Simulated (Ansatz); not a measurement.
Protons, H atoms and electrons added to or taken from C[Si](C)(C)O. Isolated molecules, 0 K electronic values unless said otherwise. One relaxed conformer stands for each flexible species; it need not be the lowest. Strings in code marks are SMILES.

Quantity: electronic energy of isomers of C3H9OSi (charge -1) relative to `C[Si](C)(C)[O-]`, in kcal/mol.

Case: `[CH2-][Si](C)(C)O` (not the most acidic site). Geometry of `C[Si]([CH2-])(O)C` (charge -1, multiplicity 1, Å):

```xyz
14

C     -1.4458    -0.0844    -1.2189
Si    -0.2675    -0.0734     0.0906
C      0.5252     1.6261     0.4275
C      1.1624    -1.3123    -0.1337
O     -0.8579    -0.4941     1.6562
H     -2.0521     0.7813    -1.4744
H     -1.6491    -0.9685    -1.8181
H     -0.2516     2.3960     0.4755
H      1.2217     1.9043    -0.3680
H      1.0627     1.6370     1.3815
H      0.7647    -2.2931    -0.4137
H      1.7333    -1.4377     0.7924
H      1.8466    -0.9916    -0.9238
H     -1.7925    -0.6897     1.5269
```

### Question
What electronic energy of isomers of C3H9OSi (charge -1) relative to `C[Si](C)(C)[O-]` does frozen-core MP2/aug-cc-pVDZ // B3LYP-D3(BJ)/def2-TZVPD (Ansatz, a quantum-chemistry and plane-wave program) give?

### Answer
23.4 kcal/mol.
